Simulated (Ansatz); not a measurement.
Geometry optimisation, RHF/def2-SVP in Ansatz.

The input (input.yaml):

```yaml
crystal:
  periodic: [false, false, false]
  atoms:
    - { symbol: C, position_ang: [-0.3765, 0.3608, 1.5601] }
    - { symbol: C, position_ang: [-0.3942, 0.1105, 0.2424] }
    - { symbol: C, position_ang: [-1.1799, 0.9601, -0.7545] }
    - { symbol: Si, position_ang: [0.6701, -1.3311, -0.3501] }
    - { symbol: Se, position_ang: [2.7961, -1.0354, 0.1553] }
    - { symbol: H, position_ang: [-0.9975, 1.27, 1.9101] }
    - { symbol: H, position_ang: [0.144, -0.1947, 2.2748] }
    - { symbol: H, position_ang: [-0.7417, 2.0228, -0.703] }
    - { symbol: H, position_ang: [-1.0101, 0.6005, -1.7349] }
    - { symbol: H, position_ang: [-2.2281, 0.942, -0.473] }
    - { symbol: H, position_ang: [0.4507, -1.4871, -1.7824] }
    - { symbol: H, position_ang: [0.1246, -2.5544, 0.327] }
    - { symbol: H, position_ang: [2.7629, 0.3012, -0.6569] }
basis:
  gaussian: { orbitals: def2-SVP }
hamiltonian:
  xc: hf
relax:
  f_tol: 0.015
  max_steps: 40
```

Command:

```bash
$ ansatz run input.yaml --threads 2 --pin off --max-ram 3072MiB --backend cpu --events-out ev --progress --plain --runs-dir out
```

Where does it end, and by what steps?

The run converged. After 30 steps the energy has fallen by 0.705 eV; H13 moved furthest, 1.26 Å.

| step | energy less start (eV) | largest force component (eV/Å) | accepted |
| --- | --- | --- | --- |
| 0 | 0.0000 | 2.963 | yes |
| 2 | -0.5239 | 0.608 | yes |
| 4 | -0.5581 | 0.122 | yes |
| 6 | -0.5600 | 0.032 | yes |
| 8 | -0.5604 | 0.031 | yes |
| 10 | -0.5641 | 0.263 | yes |
| 12 | -0.5767 | 0.490 | yes |
| 14 | -0.6038 | 0.252 | yes |
| 16 | -0.6395 | 0.207 | yes |
| 18 | -0.6601 | 0.265 | yes |
| 20 | -0.6851 | 0.334 | yes |
| 22 | -0.6972 | 0.286 | yes |
| 24 | -0.7024 | 0.276 | yes |
| 26 | -0.7039 | 0.111 | yes |
| 28 | -0.7049 | 0.017 | yes |
| 30 | -0.7051 | 0.012 | yes |

```xyz
13
Properties=species:S:1:pos:R:3
C -1.066 0.007 1.557
C -0.474 0.085 0.368
C -0.780 1.198 -0.607
Si 0.774 -1.239 -0.115
Se 2.889 -0.395 -0.504
H -1.801 0.739 1.879
H -0.847 -0.784 2.265
H 0.117 1.783 -0.822
H -1.142 0.801 -1.559
H -1.539 1.876 -0.215
H 0.345 -1.927 -1.353
H 0.931 -2.203 0.993
H 2.613 0.023 -1.872
```

Run time: 69 s on 2 threads of Arm Neoverse V2, on a shared host, peak memory 0.34 GiB.
